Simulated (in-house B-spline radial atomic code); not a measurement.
A fraction x of an electron is removed from 3d in Ti³⁺, starting from [Ar] 3d1 and keeping the highest spin. Level of theory: scalar-relativistic (X2C) PBE0, spin-polarised, spherical fractional occupations, Fermi nucleus of rms radius 3.5921 fm; calculated with a B-spline radial code for spherical atoms.

Caution: exact exchange at fractional occupations of open shells leaves self-interaction of up to several eV.

```tsv
x	E(x) - E(0) (eV)	3d up level (eV)
0	0.0000	-33.869
0.04	1.3667	-34.466
0.17	5.9747	-36.431
0.36	13.1740	-39.363
0.49	18.4238	-41.409
0.5	18.8387	-41.568
0.6	23.0752	-43.165
0.67	26.1362	-44.294
0.85	34.3732	-47.238
0.95	39.1799	-48.898
1	41.6457	-
```

The exact functional would give a straight line between the two integer points. Deviations E(x) - E(0) - x[E(1) - E(0)], in eV: -0.299 at x = 0.04, -1.105 at x = 0.17, -1.818 at x = 0.36, -1.983 at x = 0.49, -1.984 at x = 0.5, -1.912 at x = 0.6, -1.766 at x = 0.67, -1.026 at x = 0.85, -0.384 at x = 0.95.

The curve lies below the straight line by up to 1.984 eV (at x = 0.5): convex, the delocalisation error, to which spherically averaged exact exchange adds.

(1) How well does Slater's transition state (minus the level at half occupation) give the ionisation energy?

Answers

(1) It gives 41.568 eV against 41.646 eV from the two total energies; NIST lists 43.27 eV, ground level to ground level. The end point has an open shell averaged over its orbitals, so its exact exchange keeps a self-interaction and this is no true integer point.
